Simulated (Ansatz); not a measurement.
Mulliken charges of `C1[CH2][SnH2][O]1` from ωB97M-V/def2-TZVPP in Ansatz (PBE0-D4/def2-TZVP geometry).

```json
{"atom": "C1", "x (Å)": "-0.805", "y (Å)": "0.729", "z (Å)": "-0.493", "charge (e)": "0.065"}
{"atom": "C2", "x (Å)": "-0.544", "y (Å)": "-0.778", "z (Å)": "-0.290", "charge (e)": "-0.518"}
{"atom": "Sn3", "x (Å)": "1.253", "y (Å)": "-0.190", "z (Å)": "0.722", "charge (e)": "0.758"}
{"atom": "O4", "x (Å)": "0.278", "y (Å)": "1.443", "z (Å)": "0.105", "charge (e)": "-0.546"}
{"atom": "H5", "x (Å)": "-0.867", "y (Å)": "0.977", "z (Å)": "-1.560", "charge (e)": "0.072"}
{"atom": "H6", "x (Å)": "-1.750", "y (Å)": "1.032", "z (Å)": "-0.026", "charge (e)": "0.072"}
{"atom": "H7", "x (Å)": "-1.275", "y (Å)": "-1.290", "z (Å)": "0.335", "charge (e)": "0.136"}
{"atom": "H8", "x (Å)": "-0.389", "y (Å)": "-1.345", "z (Å)": "-1.207", "charge (e)": "0.136"}
{"atom": "H9", "x (Å)": "1.393", "y (Å)": "-0.271", "z (Å)": "2.425", "charge (e)": "-0.088"}
{"atom": "H10", "x (Å)": "2.791", "y (Å)": "-0.357", "z (Å)": "-0.007", "charge (e)": "-0.088"}
```

Problem. By hand: the dipole of these point charges (1 e Å = 4.8032 D).

Solution. Σ q r = (0.245, -0.640, 0.163) e Å, of length 0.704 e Å = 3.38 D.

Problem. How does the dipole of the full density compare? (Best estimate.)

Solution. Ansatz gave: (0.041, -0.532, 0.042) e Å, 2.57 D; the point charges give 1.32 times that, at 19° from its direction.

Point charges leave out the atoms' own dipoles, such as those of lone pairs, and Mulliken's split depends on the basis, so the two needn't agree.
